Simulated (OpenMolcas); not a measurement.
## OpenMolcas run: Ta I

Input:

```
&GATEWAY
Coord
1

Ta 0.0 0.0 0.0
Basis=ANO-R2
Group=XYZ
NoMove
AngMom=0.0 0.0 0.0
AMFI
&SEWARD
&RASSCF
FileOrb=start.orb
Symmetry=1
Spin=4
nActEl=5 0 0
Inactive=15 19
Ras2=6 0
CIRoot=50 50 1
SDav=84
CIMx=300
Iter=120 100
PrWF=0.3
OrbListing=Nothing
MaxOrb=0
Atom
>>> COPY $Project.JobIph JOB001
&RASSCF
FileOrb=start.orb
Symmetry=1
Spin=6
nActEl=5 0 0
Inactive=15 19
Ras2=6 0
CIRoot=6 6 1
SDav=6
CIMx=300
Iter=120 100
PrWF=0.3
OrbListing=Nothing
MaxOrb=0
Atom
CIOnly
>>> COPY $Project.JobIph JOB002
&RASSCF
FileOrb=start.orb
Symmetry=1
Spin=2
nActEl=5 0 0
Inactive=15 19
Ras2=6 0
CIRoot=210 210 1
SDav=210
CIMx=300
Iter=120 100
PrWF=0.3
OrbListing=Nothing
MaxOrb=0
Atom
CIOnly
>>> COPY $Project.JobIph JOB003
&RASSI
NrOfJobIphs=3 50 6 98
1 2 3 4 5 6 7 8 9 10 11 12 13 14 15 16 17 18 19 20 21 22 23 24 25 26 27
28 29 30 31 32 33 34 35 36 37 38 39 40 41 42 43 44 45 46 47 48 49 50
1 2 3 4 5 6
1 2 3 4 5 6 7 8 9 10 11 12 13 14 15 16 17 18 19 20 21 22 23 24 25 26 27
28 29 30 31 32 33 34 35 36 37 38 39 40 41 42 43 44 45 46 47 48 49 50 51
52 53 54 55 56 57 58 59 60 61 62 63 64 65 66 67 68 69 70 71 72 73 74 75
76 77 78 79 80 81 82 83 84 85 86 87 88 89 90 91 92 93 94 95 96 97 98
IphNames
JOB001
JOB002
JOB003
EJob
SpinOrbit
DIPRint=1.0
SOCoupling=1000.0
Subsets=2
MEES
Property=10
'ANGMOM' 1 'ANGMOM' 2 'ANGMOM' 3 'MLTPL  1' 1 'MLTPL  1' 2 'MLTPL  1' 3
'AMFI' 1 'AMFI' 2 'AMFI' 3 'MLTPL  2' 6
SOProperty=3
'ANGMOM' 1 'ANGMOM' 2 'ANGMOM' 3
```

A driver script runs the steps one by one and writes start.orb anew before each from the orbitals found so far, so a CI-only block uses the converged orbitals of the first block.

Output, cut to the results:

```
--- SEWARD ---
Basis set label: TA.ANO-R...8S6P5D3F1G.

      Electronic valence basis set:
      ------------------
      Associated Effective Charge  73.000000 au
      Associated Actual Charge     73.000000 au
      Nuclear Model: Finite nucleus - Gaussian distribution
        Gaussian exponent, Xi/bohr**(-2):  1.49593E+08

      Shell  nPrim  nBasis  Cartesian Spherical Contaminant
         s      25       8        X
         p      20       6        X
         d      15       5                 X
         f      10       3                 X
         g       4       1                 X
                  Relativistic X2C integrals
                  Atomic mean-field integrals
--- RASSCF ---
Wave function specifications:
      -----------------------------

      Number of closed shell electrons          68
      Number of electrons in active shells       5
      Max number of holes in RAS1 space          0
      Max nr of electrons in RAS3 space          0
      Number of inactive orbitals               34
      Number of active orbitals                  6
      Number of secondary orbitals              41
      Spin quantum number                      1.5
      State symmetry                             1
Orbital specifications:
      -----------------------

      Symmetry species                           1   2
                                                ag  au
      Frozen orbitals                            0   0
      Inactive orbitals                         15  19
      Active orbitals                            6   0
      RAS1 orbitals                              0   0
      RAS2 orbitals                              6   0
      RAS3 orbitals                              0   0
      Secondary orbitals                        21  20
      Deleted orbitals                           0   0
      Number of basis functions                 42  39
      Number of CSFs                            84
      Number of root(s) required                50
      Iter CI   SX   CI       RASSCF       Energy    max ROT     max BLB   max BLB  Level Ln srch  Step   QN
          iter iter root      energy       change     param      element    value   shift minimum  type update
 Nr of preliminary CI iterations:   1
      Total energies have been shifted. Add               -15000.00 au
        1   1    8    0  -600.10587421    0.00E+00   2.45E-03   21  22 1 -1.39E-03*  0.07   0.00    SX    NO
        2   1    8    0  -600.10587942   -5.21E-06*  1.24E-03   19  24 2 -1.23E-03*  0.07   0.00    SX    NO
        3   1    8    0  -600.10587947   -5.38E-08*  8.37E-04   14  39 2  1.45E-03*  0.07   0.00    SX    NO
        4   1    8    0  -600.10587857    8.99E-07*  8.15E-04   14  39 2 -1.82E-03*  0.07   0.00    SX    NO
        5   1    8    0  -600.10587727    1.30E-06*  5.86E-04   14  39 2  2.15E-03*  0.07   0.47    SX   YES
        6   1    8    0  -600.10588145   -4.18E-06*  1.83E-04   14  39 2 -1.09E-03*  0.07   0.67    QN   YES
        7   1    5    0  -600.10588282   -1.37E-06*  7.91E-06   15  23 1 -5.67E-06   0.07   1.00    QN   YES
        8   1    5    0  -600.10588282   -6.18E-11  -2.82E-06   15  23 1  2.61E-06   0.07   0.63    QN   YES
      Convergence after  8 iterations
        9   1    5    0  -600.10588282   -3.09E-11  -2.82E-06   19  24 2 -9.57E-07   0.07   0.63    QN   YES
      Natural orbitals and occupation numbers for root  1
      sym 1:   0.995052   0.966183   0.093294   0.957347   0.091248   1.896876
      Natural orbitals and occupation numbers for root  2
      sym 1:   0.995530   0.069336   0.069023   0.984444   0.985936   1.895731
      Natural orbitals and occupation numbers for root  3
      sym 1:   0.100067   0.955628   0.101779   0.950606   0.994633   1.897288
::    RASSCF root number  1 Total energy: -15600.17527293
::    RASSCF root number  2 Total energy: -15600.17527293
::    RASSCF root number  3 Total energy: -15600.17527293
::    RASSCF root number  4 Total energy: -15600.17527293
::    RASSCF root number  5 Total energy: -15600.17527293
::    RASSCF root number  6 Total energy: -15600.17527293
::    RASSCF root number  7 Total energy: -15600.17527293
::    RASSCF root number  8 Total energy: -15600.16035633
::    RASSCF root number  9 Total energy: -15600.16035633
::    RASSCF root number 10 Total energy: -15600.16035633
::    RASSCF root number 11 Total energy: -15600.10107696
::    RASSCF root number 12 Total energy: -15600.10107696
...
--- RASSI ---
SPIN-FREE ENERGIES:
  (Shifted by EMIN (a.u.) =     -15600.1752729302)

 SF State       Relative EMIN(au)   Rel lowest level(eV)    D:o, cm**(-1)      L_eff

     1             0.0000000000        0.0000000000              0.0000         3.0
     2             0.0000000000        0.0000000000              0.0000         3.0
     3             0.0000000000        0.0000000000              0.0000         3.0
     4             0.0000000000        0.0000000000              0.0000         3.0
     5             0.0000000000        0.0000000000              0.0000         3.0
     6             0.0000000000        0.0000000000              0.0000         3.0
     7             0.0000000000        0.0000000000              0.0000         3.0
    51             0.0051607000        0.1404298019           1132.6427         2.0
    52             0.0051607000        0.1404298019           1132.6427         2.0
    53             0.0051607000        0.1404298019           1132.6427         2.0
    54             0.0051607000        0.1404298019           1132.6427         2.0
    55             0.0051607000        0.1404298019           1132.6427         2.0
     8             0.0149166026        0.4059014352           3273.8159         1.0
     9             0.0149166026        0.4059014352           3273.8159         1.0
    10             0.0149166026        0.4059014352           3273.8159         1.0
    57             0.0366664316        0.9977444324           8047.3516         4.0
    58             0.0366664316        0.9977444324           8047.3516         4.0
    59             0.0366664316        0.9977444324           8047.3516         4.0
    60             0.0366664316        0.9977444324           8047.3516         4.0
    61             0.0366664316        0.9977444324           8047.3516         4.0
    62             0.0366664316        0.9977444324           8047.3516         4.0
...
```

Levels above the lowest, from the spin-orbit matrix, grouped by J:

| Configuration | Term | J | E (cm⁻¹) | Measured (cm⁻¹) | Term weight % | Second |
| --- | --- | --- | --- | --- | --- | --- |
| 5d³ 6s² | ⁴F | 3/2 | 0.0 | 0.0 | 92 | 7 ²D(1) |
| 5d⁴ 6s | ⁶D | 1/2 | 1421 |  | 78 | 18 5d³ 6s² ⁴P |
| 5d³ 6s² | ⁴F | 5/2 | 1772 | 2010 | 95 | 3 ²D(1) |
| 5d⁴ 6s | ⁶D | 3/2 | 2394 |  | 86 | 12 5d³ 6s² ⁴P |
| 5d³ 6s² | ⁴F | 7/2 | 3511 | 3964 | 86 | 10 5d⁴ 6s ⁶D |
| 5d⁴ 6s | ⁶D | 5/2 | 3684 |  | 95 | 3 5d³ 6s² ⁴P |
| 5d³ 6s² | ⁴F | 9/2 | 4844 | 5621 | 67 | 25 5d⁴ 6s ⁶D |
| 5d⁴ 6s | ⁶D | 7/2 | 5058 |  | 88 | 10 5d³ 6s² ⁴F |
| 5d³ 6s² | ⁴P | 1/2 | 5628 | 6049 | 76 | 19 5d⁴ 6s ⁶D |
| 5d³ 6s² | ⁴P | 3/2 | 5860 | 6069 | 74 | 12 5d⁴ 6s ⁶D |
| 5d⁴ 6s | ⁶D | 9/2 | 6636 |  | 71 | 22 5d³ 6s² ⁴F |
| 5d³ 6s² | ⁴P | 5/2 | 8008 | 9253 | 94 | 2 5d⁴ 6s ⁶D |
| 5d³ 6s² | ²G | 7/2 | 10818 |  | 92 | 4 ²F |
| 5d³ 6s² | ²D(1) | 3/2 | 11275 |  | 66 | 17 ²P |
| 5d³ 6s² | ²G | 9/2 | 11962 |  | 58 | 31 ²H |
| 5d³ 6s² | ²D(1) | 5/2 | 13052 |  | 94 | 3 ⁴F |
| 5d³ 6s² | ²P | 1/2 | 13492 |  | 92 | 5 ⁴P |
| 5d³ 6s² | ²H | 9/2 | 16716 |  | 68 | 30 ²G |
| 5d³ 6s² | ²H | 11/2 | 16922 |  | 100 |  |
| 5d³ 6s² | ²P | 3/2 | 17568 |  | 69 | 22 ²D(1) |
| 5d⁴ 6s | ⁴H | 7/2 | 17926 |  | 67 | 14 ⁴G |
| 5d³ 6s² | ²F | 5/2 | 18260 |  | 94 | 3 ²D(2) |
| 5d³ 6s² | ²F | 7/2 | 18399 |  | 83 | 8 5d⁴ 6s ⁴H |
| 5d⁴ 6s | ⁴H | 9/2 | 18489 |  | 72 | 21 ⁴G |

Against the 6 measured excited levels shown (NIST Handbook of Basic Atomic Spectroscopic Data) the mean absolute deviation is 560 cm-1; the largest miss in energy is 5d³ 6s² ⁴P_5/2: computed 8008, measured 9253 cm⁻¹ (-13.5 %).

Without dynamic correlation excited terms often stand tens of per cent too high (terms of higher spin than the ground term too low), and those without a measured partner can miss by more than the paired ones. Terms from blocks run as CI alone lack orbitals of their own. Configurations are named by rounded mean occupations; where the s occupation lies near a half they are strongly mixed, a name can repeat and a true partner stay unpaired. A single d shell beside an s shell can misplace configurations of different d count against each other. Measured partners are found by configuration, term and J. A level has none where our copy of the source lacks it or the pairing is in doubt (some pairs that miss far off the trend of their configuration count as doubtful), and it then counts in no deviation. Only configurations of the active space appear. The first state left out of the spin-orbit step lies near 35000 cm-1 above the lowest spin-free state of the reference (among the parities and spins computed), and the list stops at four fifths of that energy or lower. The table shows the lowest 24 of 44 levels.

The term weight is that of the spin-free term in the level, not the purity of its configuration. A number in round brackets counts repeated terms of one configuration in the order of the reference energies.
